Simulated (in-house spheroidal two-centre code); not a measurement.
Computed with a spheroidal two-centre code. Model: one electron and two fixed point charges, non-relativistic, separated in prolate spheroidal coordinates (energies exact to about nine digits).

With r1 and r2 the distances to the charges and R their separation, ξ = (r1 + r2)/R and η = (r1 − r2)/R; m is the angular momentum about the axis. The force apart is −d(total energy)/dR, and minima and barriers are those of the total energy. The separation constant A is the eigenvalue of −d/dη(1−η²)d/dη + m²/(1−η²) − p²η² − R(Z2−Z1)η, with p² = −E R²/2 and E the electronic energy.

Command:
```bash
python run_two.py task.json out
```
Settings:
```
Z1                     1
Z2                     1
xi_nodes               1
eta_nodes              1
m                      0
```

Cost of the run: 0.7 s on 1 thread of Intel(R) Xeon(R) Processor @ 2.30GHz, with other jobs on the host.

**Energy curve, total energy includes the repulsion of the charges.**

Given: first charge 1; second charge 1; united atom label 3p sigma u; nodes in ξ 1; nodes in η 1.

Computed: united atom energy -0.22222 hartree.

```tsv
distance (bohr)	electronic energy (hartree)	total energy (hartree)	kinetic energy (hartree)	force apart (hartree/bohr)
0.322	-0.224267884	2.88132218	0.22834	9.6573
0.577	-0.228660794	1.50444146	0.24101	3.025
1.04	-0.240366214	0.721172248	0.2675	0.95065
1.86	-0.254599935	0.283034473	0.26815	0.29634
3.34	-0.25072003	0.0486811673	0.22457	0.08181
6	?	?	?	?
9	-0.206186609	-0.0950754983	0.15277	0.00641
12	-0.191159893	-0.10782656	0.14083	0.0027499
15	-0.180440601	-0.113773934	0.13497	0.0014131
18	-0.172583596	-0.117028041	0.13193	0.00082806
21	-0.166641846	-0.119022799	0.13019	0.00053195
24	-0.162011897	-0.12034523	0.12908	0.00036414
27	?	?	?	?
30	-0.155279219	-0.121945886	0.12775	0.00019344
33	-0.152756047	-0.122453017	0.12732	0.00014742
36	-0.150621596	-0.122843819	0.12698	0.00011491
49.8	-0.143928491	-0.12384817	0.12609	4.497e-05
68.9	-0.138902936	-0.124389148	0.12559	1.7395e-05
95.4	-0.135160261	-0.12467808	0.12531	6.661e-06
132	-0.132406418	-0.12483066	0.12517	2.5427e-06
```

Task: What belongs in the row 6?

Result: electronic energy (hartree): -0.227432548; total energy (hartree): -0.0607658812; kinetic energy (hartree): 0.17772; force apart (hartree/bohr): 0.019493.

Task: What belongs in the row 27?

Result: electronic energy (hartree): -0.158308188; total energy (hartree): -0.12127115; kinetic energy (hartree): 0.12831; force apart (hartree/bohr): 0.00026088.

**Where the electron sits, z along the axis from the midpoint, the separation constant A tends to l(l+1) at zero distance; at short distance the term in R(Z2−Z1)η can raise or lower it, and at long distance it falls (p² = -ER²/2).**

| distance (bohr) | mean z squared (bohr²) | mean squared distance from axis (bohr²) | separation constant |
| --- | --- | --- | --- |
| 0.431 | 26.117 | 17.377 | 1.9874 |
| 0.774 | 24.476 | 16.21 | 1.958 |
| 1.39 | 21.875 | 14.248 | 1.8556 |
| 2.49 | 21.906 | 13.529 | 1.5202 |
| 4.48 | 28.33 | 15.171 | 0.5112 |
| 7.5 | 44.16 | 17.928 | -1.8801 |
| 10.5 | 65.682 | 19.655 | -5.2646 |
| 13.5 | 92.697 | 20.469 | -9.703 |
| 16.5 | 124.8 | 20.745 | -15.243 |
| 19.5 | 161.6 | 20.779 | -21.909 |
| 22.5 | 202.9 | 20.732 | -29.713 |
| 25.5 | 248.6 | 20.666 | -38.653 |
| 28.5 | 298.7 | 20.604 | -48.729 |
| 31.5 | ? | ? | ? |
| 34.5 | 412.14 | 20.503 | -72.278 |
| 42.3 | 586.16 | 20.411 | -109.65 |
| 58.6 | ? | ? | ? |
| 81.1 | 1901.4 | 20.211 | -408.75 |
| 112 | 3486.4 | 20.151 | -781.62 |

Task: What belongs in the row 31.5?

Result: mean z squared (bohr²): 353.21; mean squared distance from axis (bohr²): 20.549; separation constant: -59.938.

Task: What belongs in the row 58.6?

Result: mean z squared (bohr²): 1047.3; mean squared distance from axis (bohr²): 20.295; separation constant: -212.36.
